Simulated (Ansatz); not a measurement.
## Relative energies of C2H7BN isomers

2 of its isomers, all doublets with charge 0: A = `[CH2]B(C)N`; B = `B[N]CC`.

Shapes, held fixed at every level: PBE0-D4/def2-TZVP. Flexible molecules stand in one conformer, not always the lowest. Programs: Ansatz 0.2.0.

A:

```xyz
11

C    -0.4538    1.4931   -0.3365
B     0.0503    0.0495   -0.1542
C    -0.2049   -0.7525    1.1809
N     0.7539   -0.5514   -1.2116
H    -0.2921    2.0725   -1.2431
H    -1.0052    2.0253    0.4331
H    -1.2763   -0.8131    1.3991
H     0.2450   -0.2336    2.0342
H     0.1894   -1.7722    1.1686
H     1.1132   -1.4893   -1.1679
H     0.9458   -0.0853   -2.0819
```

B:

```xyz
11

B    -0.5510    2.0504    0.1616
N    -0.4130    0.7690   -0.1786
C     0.0607   -0.4562   -0.6430
C     0.4057   -1.4477    0.4573
H    -1.5756    2.4583    0.6438
H     0.3771    2.8046   -0.0228
H    -0.6671   -0.8932   -1.3414
H     0.9543   -0.2502   -1.2575
H     0.7811   -2.3783    0.0259
H    -0.4768   -1.6779    1.0567
H     1.1699   -1.0360    1.1186
```

Electronic energies in kJ/mol, without zero-point or thermal terms.

```csv
level,kind,B − A
HF/def2-SVP,Hartree–Fock,+145.5
PBE-D4/def2-TZVPP,GGA,+134.3
r2SCAN0-D4/def2-TZVPP,global hybrid,+154.3
wB97X-V/def2-TZVPP,range-separated hybrid,+145.9
CCSD(T)/def2-SVP,coupled cluster or CI,+135.9
CCSD/def2-SVP,coupled cluster or CI,+139.7
CCSD/def2-TZVPP,coupled cluster or CI,+157.8
CCSD(T)/CBS estimate,coupled cluster or CI,+159.6
```

The highest level, CCSD(T)/CBS estimate, puts A lowest of these. All levels agree on that. The B − A difference spans +134.3 to +159.6 kJ/mol over the levels. Open shells run unrestricted unless RO is named. The CBS estimate extrapolates MP2 from def2-TZVPP and def2-QZVPP and adds CCSD(T) − MP2 in the triple-zeta set, cores frozen.
